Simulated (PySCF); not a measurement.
A series of substituents X on one scaffold: SiH2Cl-X. All species are isolated molecules in the gas phase. One relaxed conformer stands for each flexible species; it need not be the lowest. Strings in code marks are SMILES.

Computed with B3LYP-D3(BJ)/def2-TZVP // PBE0-D4/def2-TZVP (PySCF). All candidates: neutral, multiplicity 1. B3LYP has the VWN-RPA correlation part, as in Gaussian. Excitations are Tamm–Dancoff values on a coarser integration grid. The basis has no diffuse functions, so Rydberg states are missing or too high.

```
Property               Result
-------------------  --------
HOMO                 -8.45 eV
HOMO–LUMO gap         7.90 eV
S1 excitation (TDA)   6.74 eV
```

### Question
Name which member has these values.
A. `OB(O)[SiH2]Cl`
B. `Cl[SiH2]Br`
C. `Cl[SiH2]I`
D. `CN(C)[SiH2]Cl` (C–N–Si–Cl torsion 79°)

### Answer
B, `Cl[SiH2]Br`. The others give `OB(O)[SiH2]Cl`: -7.99 eV, 7.21 eV, 6.15 eV; `Cl[SiH2]I`: -7.69 eV, 6.58 eV, 5.51 eV; `CN(C)[SiH2]Cl` (C–N–Si–Cl torsion 79°): -6.67 eV, 7.10 eV, 6.08 eV
